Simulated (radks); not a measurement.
Spherical jellium clusters: N electrons in a uniform positive sphere of charge N and radius rs N^(1/3), rs = 2.66 bohr. Calculated with a radial shooting solver with Libxc functionals: non-relativistic Kohn-Sham, LDA (Slater exchange, Perdew-Wang correlation), spin-polarised, spherical densities. Levels are named by radial order and angular momentum (1s, 1p, 1d, 2s, ...), and open shells are averaged over m.

N = 38, configuration 1s2 1p6 1d10 2s2 1f14 2p(up 3, down 1). This is the lowest configuration that the search found. Occupied and some empty levels:

level,occupation,eigenvalue (eV),<r> (bohr)
1s up,1,-9.1395,5.219
1s down,1,-8.9460,5.386
1p up,3,-7.8469,6.267
1p down,3,-7.7330,6.341
1d up,5,-6.2615,6.999
1d down,5,-6.1847,7.020
2s up,1,-5.6102,5.823
2s down,1,-5.3741,5.741
1f up,7,-4.4361,7.615
1f down,7,-4.3703,7.612
2p up,3,-3.5470,6.887
2p down,1,-3.3291,6.969
1g up,0,-2.4283,8.240
1g down,0,-2.3606,8.229
2d up,0,-1.5922,8.572
3s up,0,-1.4709,9.037
2d down,0,-1.4550,8.754
3s down,0,-1.3515,9.204

Energy (eV): total -53.2256, kinetic 137.92, external -5165.9, Hartree 2535.0, exchange-correlation -196.51, background 2636.3.
